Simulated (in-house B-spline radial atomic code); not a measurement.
A fraction x of an electron is moved 4s → 4d in Sr5+, starting from [Ar] 3d10 4s2 4p3 and keeping the highest spin. Level of theory: non-relativistic PBE, spin-polarised, spherical fractional occupations, point nucleus; calculated with a radial B-spline atomic code at the basis-set limit.

| x | E(x) - E(0) (eV) | 4s down level (eV) | 4d up level (eV) |
| --- | --- | --- | --- |
| 0 | 0.0000 | -95.367 | - |
| 0.125 | 5.3722 | -95.413 | -52.559 |
| 0.25 | 10.7137 | -95.457 | -52.846 |
| 0.375 | 16.0256 | -95.505 | -53.125 |
| 0.5 | 21.3095 | -95.564 | -53.398 |
| 0.625 | ? | ? | ? |
| 0.75 | ? | ? | ? |
| 0.875 | 37.0216 | -95.821 | -54.181 |
| 1 | 42.1999 | - | -54.433 |

(1) What belongs in the row x = 0.625?

(2) What belongs in the row x = 0.75?

(3) Check Janak's theorem between x = 0.125 and 0.25.

Results:

(1) An energy change of 26.5682 eV; 4s down at -95.641 eV, 4d up at -53.665 eV.

(2) An energy change of 31.8049 eV; 4s down at -95.740 eV, 4d up at -53.925 eV.

(3) The slope of the energy is 42.73 eV; the orbital levels give 42.73 eV (ε of the receiving orbital less ε of the emptying one, averaged over the two points).
